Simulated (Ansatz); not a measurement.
Computed against measured: atomisation enthalpy at 298 K

8 molecules; the atomisation enthalpy at 298 K in kJ/mol, computed less measured. Shapes, held fixed at every level: PBE0-D4/def2-TZVP. Flexible molecules stand in one conformer, not always the lowest. Thermal terms are harmonic and unscaled (PBE0-D4/def2-TZVP); the spin-orbit lowering of the free atoms is taken from their spectra. Programs: Ansatz 0.2.0. Measured values: Active Thermochemical Tables, CRC Handbook of Chemistry and Physics, NIST-JANAF tables.

Levels: A = wB97M-V/def2-TZVPP; B = CCSD(T)/def2-TZVPP; C = CCSD(T)/CBS estimate.

```tsv
molecule	from tabulated heats	A	B	C
SO2 (sulfur dioxide)	1072	-11	-78	-7
CH2ClF (chlorofluoromethane)	1617	+6	-49	-1
C2H3ClO (acetyl chloride)	2700	+9	-83	-8
P4S3 (tetraphosphorus trisulfide)	2248	-4	-257	-70
C2H6O (ethanol)	3226	+1	-80	-1
C4H6 (2-butyne)	4030	+1	-108	-16
C3H9N (trimethylamine)	4609	+13	-116	-4
C4H10S (2-methyl-2-propanethiol)	5434	+13	-128	-4
```

**Question.** Sum up the errors.

**Answer.** 
| level | kind | mean error | mean absolute error | worst case |
| --- | --- | --- | --- | --- |
| wB97M-V/def2-TZVPP | range-separated hybrid | +3.5 | 7.2 | C3H9N |
| CCSD(T)/def2-TZVPP | coupled cluster or CI | -112.4 | 112.4 | P4S3 |
| CCSD(T)/CBS estimate | coupled cluster or CI | -13.9 | 13.9 | P4S3 |

On this set wB97M-V/def2-TZVPP has the smallest mean absolute error and CCSD(T)/def2-TZVPP the largest. wB97M-V/def2-TZVPP is too high in 6 of 8; CCSD(T)/def2-TZVPP is too low in 8 of 8; CCSD(T)/CBS estimate is too low in 8 of 8. The CCSD(T) estimate runs low because cores are frozen (4 to 5 kJ/mol a carbon) and zero-point terms are unscaled, so a functional's lead of this size is partly cancellation. Heats of the atoms come from ATcT where it has them. The levels differ in basis as well as in method. The tabulated value of P4S3 is in doubt (older tables, estimates, or at odds with other calculations) and kept here. Over the 7 molecules whose values aren't doubted the mean absolute errors are A 7.7; B 91.7; C 5.9. Correlated wave functions converge slowly with the basis. T1 is large for P4S3 (0.022), so single-reference values are less sure there. The CBS estimate extrapolates MP2 from def2-TZVPP and def2-QZVPP and adds CCSD(T) − MP2 in the triple-zeta set, cores frozen. The set is small.
